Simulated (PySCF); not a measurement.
Relaxed structures of BSiH3O2, singlet (PBE0-D4/def2-TZVP; forces vanish, vibrations not checked; lower isomers may exist, and structures with a doubtful reference or unclear bonds are left out; Å). PySCF 2.14 with density fitting (its default auxiliary sets; JK sets also for MP2 and CCSD(T)); basis: def2-TZVPP; cores frozen in the correlated methods.

(1) Rank them by CCSD(T) energy, lowest first, and give each one's height above the lowest. Links in brackets join atoms within 1.22 times the sum of their covalent radii (1.1 for two metals). (Judge from chemistry; the value comes from the calculation.)
A.
BSiH₃O₂ ([OH][BH][Si][OH])
```
7
angstrom
O -0.1329 1.4413 -1.4238
Si 0.9115 0.6123 -0.4379
B -0.5680 -0.4798 0.6061
O -0.3194 -1.3897 1.5720
H -1.0734 1.2654 -1.3144
H -1.7469 -0.3233 0.3639
H 0.6150 -1.5142 1.7650
```
B.
BSiH₃O₂ ([OH][BH][O][SiH])
```
7
angstrom
O -1.4504 0.3672 -0.6777
Si 2.1978 -0.0148 -0.5374
B -0.5794 0.2157 0.3526
O 0.6835 -0.1672 0.0709
H -2.3270 0.6224 -0.3846
H -0.9091 0.3967 1.4922
H 2.5220 -1.5185 -0.5320
```
C.
BSiH₃O₂ ([OH][SiH]1[BH][O]1)
```
7
angstrom
O -1.1127 0.6492 -1.1457
Si -0.0970 0.4648 0.1213
B 1.3421 -0.7512 0.1162
O 0.1634 -1.1761 0.6205
H -2.0160 0.9144 -0.9639
H -0.5886 1.2580 1.2716
H 2.3762 -1.3239 -0.0216
```

The T1 diagnostic stays at or below 0.017. The restricted Hartree–Fock reference is unstable towards an unrestricted one at one or more of these structures.

Answers

(1) By the calculation: B (0.0 kJ/mol), C (50.2 kJ/mol), A (167.2 kJ/mol). Heights count from the lowest.

For scale, one of the runs: CCSD(T)/def2-TZVPP, 177 basis functions, launched by `OMP_NUM_THREADS=2 python run.py`. Hardware: 2 CPU threads of an Arm Neoverse N1, shared host. Wall time 9.6 min; peak host memory 1.7 GiB.
